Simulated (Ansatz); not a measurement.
Program: Ansatz. Geometries: PBE0-D4/def2-TZVP. ΔE: electronic, gas phase. CCSD(T)/CBS is the MP2 limit (def2-TZVPP, def2-QZVPP) plus CCSD(T) − MP2 in def2-TZVPP, frozen cores. This one scheme is used for every species. Functionals use def2-TZVPP. HSE06 is defined as in plane-wave codes. No spin–orbit coupling; open shells (•) take unrestricted orbitals.

Reaction (hydrogen abstraction from the Si–H bond): `N#C[SiH](F)Cl` + `[SiH3]`• → `N#C[Si](F)Cl`• + SiH₄

`N#C[SiH](F)Cl`:

Cartesian coordinates in Å:
```
N 1.049 0.329 -2.195
C 0.557 0.207 -1.161
Si -0.171 0.002 0.516
F -1.262 1.130 0.688
Cl -1.039 -1.816 0.610
H 0.867 0.149 1.542
```

`[SiH3]`•:

```xyz
4

Si   -0.074   -0.262   -0.199
H    -1.261    0.003    0.655
H     0.228    0.897   -1.078
H     1.107   -0.638    0.621
```

`N#C[Si](F)Cl`•:

Cartesian coordinates in Å:
```
N 0.467 0.804 2.092
C 0.318 0.345 1.045
Si 0.301 -0.409 -0.633
F -0.639 -1.682 -0.562
Cl -0.447 0.942 -1.942
```

SiH₄:

Cartesian coordinates in Å:
```
Si 0.000 0.000 0.000
H 1.407 0.444 -0.165
H -0.541 0.535 1.274
H -0.051 -1.484 0.025
H -0.815 0.504 -1.134
```

```
             level  ΔE (kcal/mol)  difference from CCSD(T)/CBS
       LDA (SPW92)            1.2                         -3.1
           BLYP-D4            0.7                         -3.6
         r2SCAN-D4            2.4                         -1.9
            B97M-V            2.8                         -1.5
        r2SCANh-D4            2.7                         -1.6
        r2SCAN0-D4            3.2                         -1.1
          HSE06-D4            2.7                         -1.6
          PBE-QIDH            4.0                         -0.3
            r2SCAN            2.3                         -2.0
           LC-ωPBE            3.5                         -0.8
  CCSD(T)/def2-SVP            4.9                          0.6
    MP2/def2-TZVPP            5.2                          0.9
CCSD(T)/def2-TZVPP            4.4                          0.1
      HF/CBS(def2)            4.5                          0.2
     MP2/CBS(def2)            5.1                          0.8
    CCSD/CBS(def2)            4.6                          0.3
       CCSD(T)/CBS            4.3                            0
```

**Question.** What do rigid-rotor, harmonic-oscillator terms from PBE0-D4/def2-TZVP frequencies (298.15 K, 1 bar) make of the CCSD(T)/CBS value? (Estimate.)

**Answer.** Computed: ΔZPE = +0.4 kcal/mol, ΔH = +4.6 kcal/mol, ΔS = -7 J/(mol·K), ΔG = +5.2 kcal/mol. Open shells count their whole term as degenerate.

Largest T1 diagnostic among the species: 0.017.

Leaving LDA and LC-ωPBE aside and taking each functional with its dispersion term where it has one, the values spread over 3.2 kcal/mol, from BLYP-D4 to PBE-QIDH. From BLYP to BHLYP (50 % exact exchange), in def2-TZVPP and without D4, ΔE moves by +2.9 kcal/mol.
